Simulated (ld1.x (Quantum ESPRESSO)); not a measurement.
# How hard is this Mn (Z = 25) PAW potential?

```
Element                 : manganese
Generator               : ld1.x (Quantum ESPRESSO) 7.5
Type                    : PAW
Functional              : Wu–Cohen
Relativity              : scalar-relativistic
Frozen core             : [Ne]
Valence charge          : 15
Reference configuration : 3s2 3p6 3d5 4s0 4p0 (charge +2)
Partial waves           : 3s (bound): rcut 1.10, rcutus 1.30 bohr; 4s (bound, empty): rcut 1.10, rcutus 1.30 bohr; 3p (bound): rcut 1.55, rcutus 1.85 bohr; 4p (bound, empty): rcut 1.55, rcutus 1.85 bohr; 3d (bound): rcut 1.45, rcutus 2.00 bohr; 3d channel at -0.55 Ry: rcut 1.45, rcutus 2.00 bohr
Local potential         : all-electron potential smoothed inside 1.70 bohr (lloc = -1)
Core correction         : Bessel-smoothed model core inside 0.80 bohr
Augmentation charge     : BESSEL, radius 1.00 bohr
```

The pseudo-atom Hamiltonian at the reference potential is diagonalised in spherical Bessel functions j_l(qr) that vanish at 20 bohr, with q² up to the cutoff. All-electron valence levels (Ry): 3s -7.6049, 4s -1.4120, 3p -5.3159, 4p -1.0055, 3d -1.7860.

How do the lowest levels (Ry) of each channel move with the cutoff, and are there ghosts?

```json
{"cutoff (Ry)": "8", "s #1": "-6.8886", "s #2": "-1.2519", "p #1": "-3.7733", "p #2": "-0.9248", "d #1": "-1.4791", "d #2": "-0.4511", "f #1": "-0.2757", "Σ f·Δε (mRy)": "12222.9"}
{"cutoff (Ry)": "15", "s #1": "-7.4468", "s #2": "-1.3517", "p #1": "-5.2463", "p #2": "-1.0037", "d #1": "-1.7435", "d #2": "-0.4820", "f #1": "-0.2759", "Σ f·Δε (mRy)": "946.4"}
{"cutoff (Ry)": "25", "s #1": "-7.5894", "s #2": "-1.3906", "p #1": "-5.3152", "p #2": "-1.0053", "d #1": "-1.7844", "d #2": "-0.4951", "f #1": "-0.2759", "Σ f·Δε (mRy)": "43.7"}
{"cutoff (Ry)": "40", "s #1": "-7.6045", "s #2": "-1.4087", "p #1": "-5.3158", "p #2": "-1.0055", "d #1": "-1.7859", "d #2": "-0.5138", "f #1": "-0.2759", "Σ f·Δε (mRy)": "2.8"}
{"cutoff (Ry)": "55", "s #1": "-7.6047", "s #2": "-1.4118", "p #1": "-5.3159", "p #2": "-1.0055", "d #1": "-1.7860", "d #2": "-0.5145", "f #1": "-0.2759", "Σ f·Δε (mRy)": "1.0"}
{"cutoff (Ry)": "80", "s #1": "-7.6049", "s #2": "-1.4120", "p #1": "-5.3159", "p #2": "-1.0055", "d #1": "-1.7860", "d #2": "-0.5147", "f #1": "-0.2759", "Σ f·Δε (mRy)": "0.2"}
{"cutoff (Ry)": "400", "s #1": "-7.6050", "s #2": "-1.4120", "p #1": "-5.3159", "p #2": "-1.0055", "d #1": "-1.7860", "d #2": "-0.5147", "f #1": "-0.2759", "Σ f·Δε (mRy)": "0.0"}
```

Result: no extra level below or beside the all-electron valence levels (s, p, d, f tested); 10 mRy is reached at 35 Ry and 1 mRy at 60 Ry.

Test run stopped at test 3 of 7 (negative rho).
